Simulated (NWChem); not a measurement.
System: SbH2 cation

```xyz
3

Sb     0.0000     0.0000     0.0592
H      1.2213     0.0000    -1.1748
H     -1.2213     0.0000    -1.1748
```
Atoms are numbered in this order, from 1.

Level: PBE-D3(BJ)/def2-SVP with def2 effective core potentials on Sb (NWChem), optimised geometry, unscaled harmonic frequencies. def2 effective core potentials on Sb; no spin-orbit coupling.

### Question
List the harmonic frequencies with IR intensities, and the thermochemistry.

### Answer
```json
[
 {"frequency (cm⁻¹)": "829", "IR intensity (km/mol)": "10.8"},
 {"frequency (cm⁻¹)": "1915", "IR intensity (km/mol)": "25.0"},
 {"frequency (cm⁻¹)": "1926", "IR intensity (km/mol)": "22.8"}
]
```

- zero-point energy: 6.7 kcal/mol
- thermal correction to the enthalpy at 298.15 K (with zero-point energy): 9.1 kcal/mol
- heat capacity Cv: 6.6 cal/(mol K)
- entropy at 298.15 K and 1 atm (symmetry number 2): 54.7 cal/(mol K)

Rigid rotor and harmonic oscillator.
